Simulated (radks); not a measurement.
Polarisability of the vanadium ion V2+, [Ar] 3d3, at imaginary frequency. All-electron calculation, non-relativistic Kohn-Sham, LDA (Slater exchange, Perdew-Wang correlation), spin-polarised, spherical densities, point nucleus; open shells are filled with parallel spins first. Program: a radial shooting solver on a logarithmic mesh with Libxc functionals. Response by self-consistent Sternheimer equations with the Hartree and adiabatic LDA kernel.

| w (hartree) | alpha1(iw) (bohr^3) |
|---|---|
| 0.00266 | 4.885 |
| 0.0143 | 4.882 |
| 0.0360 | 4.862 |
| 0.0697 | 4.799 |
| 0.118 | 4.652 |
| 0.186 | 4.376 |
| 0.280 | 3.954 |
| 0.413 | 3.423 |
| 0.605 | 2.841 |
| 0.892 | 2.239 |
| 1.35 | 1.620 |
| 2.12 | 1.015 |
| 3.59 | 0.5080 |
| 6.94 | 0.1838 |
| 17.5 | 0.03987 |

Static values: alpha1 = 4.885 bohr^3 (0.7239 angstrom^3; uncoupled 6.016). C6 = 14.74, triple-dipole C9 = 46.85 atomic units. One-pole (London) frequency 4 C6 / (3 alpha1^2) = 0.824 hartree, against 0.833 for minus the highest occupied eigenvalue. The dipole shielding factor is 0.913, as the force sum rule N/Z = 0.913 demands.
